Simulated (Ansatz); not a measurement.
```csv
atom,x (Å),y (Å),z (Å)
H,1.1795,1.8420,-0.6465
H,0.7055,1.5660,-1.5006
H,0.0917,0.9799,-2.0575
H,-0.5402,0.1997,-2.2069
H,-1.0651,-0.6201,-1.9191
H,-1.3790,-1.3170,-1.2513
H,-1.4198,-1.7531,-0.3356
H,-1.1795,-1.8420,0.6465
H,-0.7055,-1.5660,1.5006
H,-0.0917,-0.9799,2.0575
H,0.5402,-0.1997,2.2069
H,1.0651,0.6201,1.9191
H,1.3790,1.3170,1.2513
H,1.4198,1.7531,0.3356
```

Basis set: 6-31G* (spherical functions). All electrons are correlated. Charge 0, multiplicity 1.

Computed with Ansatz (development build ahead of 0.2.0); each method stands on the lowest determinant of its kind that the runs found. Restricted open shells among the atoms or ions are ROHF, correlated in semicanonical orbitals with singles.

Q: Give the atomization energy at this shape (free ground-state atoms in the same class of orbitals less the molecule, no zero-point energy) of singlet H₁₄ by RHF-MP2, RHF.

A:

```tsv
method	atomization energy
RHF-MP2	19.53 eV
RHF	14.42 eV
```

Caution: stretched shape with no unrestricted run beside it, a lower state can exist. Caution for RHF-MP2: bonds are stretched, where a single reference can fail.
